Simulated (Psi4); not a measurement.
Computed with SAPT0/jun-cc-pVDZ, frozen core run with Psi4 1.11.

Psi4 input:

```
molecule {
0 1
Br 0.71241346 -0.00000000 0.00000000
H -0.71241346 0.00000000 -0.00000000
--
0 1
Br 0.03102789 -1.10156829 2.89477817
Br -0.42589037 -1.90832405 5.01682222
units angstrom
symmetry c1
no_reorient
no_com
}
set basis jun-cc-pvdz
set scf_type df
set freeze_core true
energy('sapt0')
```

Part of the output:

```
    SAPT Results
  --------------------------------------------------------------------------------------------------------
    Electrostatics                 -9.13066499 [mEh]      -5.72957878 [kcal/mol]     -23.97255762 [kJ/mol]
      Elst10,r                     -9.13066499 [mEh]      -5.72957878 [kcal/mol]     -23.97255762 [kJ/mol]

    Exchange                       18.76580223 [mEh]      11.77571868 [kcal/mol]      49.26960696 [kJ/mol]
      Exch10                       18.76580223 [mEh]      11.77571868 [kcal/mol]      49.26960696 [kJ/mol]
      Exch10(S^2)                  18.52905413 [mEh]      11.62715700 [kcal/mol]      48.64802491 [kJ/mol]

    Induction                      -4.67343891 [mEh]      -2.93262719 [kcal/mol]     -12.27011218 [kJ/mol]
      Ind20,r                     -26.76871492 [mEh]     -16.79762221 [kcal/mol]     -70.28125133 [kJ/mol]
      Exch-Ind20,r                 24.79500459 [mEh]      15.55910028 [kcal/mol]      65.09927558 [kJ/mol]
      delta HF,r (2)               -2.69972858 [mEh]      -1.69410526 [kcal/mol]      -7.08813642 [kJ/mol]

    Dispersion                     -4.45426784 [mEh]      -2.79509527 [kcal/mol]     -11.69467861 [kJ/mol]
      Disp20                       -5.40531195 [mEh]      -3.39188446 [kcal/mol]     -14.19164457 [kJ/mol]
      Exch-Disp20                   0.95104411 [mEh]       0.59678919 [kcal/mol]       2.49696596 [kJ/mol]
      Disp20 (SS)                  -2.70265598 [mEh]      -1.69594223 [kcal/mol]      -7.09582229 [kJ/mol]
      Disp20 (OS)                  -2.70265598 [mEh]      -1.69594223 [kcal/mol]      -7.09582229 [kJ/mol]
      Exch-Disp20 (SS)              0.39676751 [mEh]       0.24897537 [kcal/mol]       1.04171296 [kJ/mol]
      Exch-Disp20 (OS)              0.55427659 [mEh]       0.34781381 [kcal/mol]       1.45525299 [kJ/mol]

  Total HF                          4.96169833 [mEh]       3.11351271 [kcal/mol]      13.02693716 [kJ/mol]
  Total SAPT0                       0.50743048 [mEh]       0.31841744 [kcal/mol]       1.33225855 [kJ/mol]
```
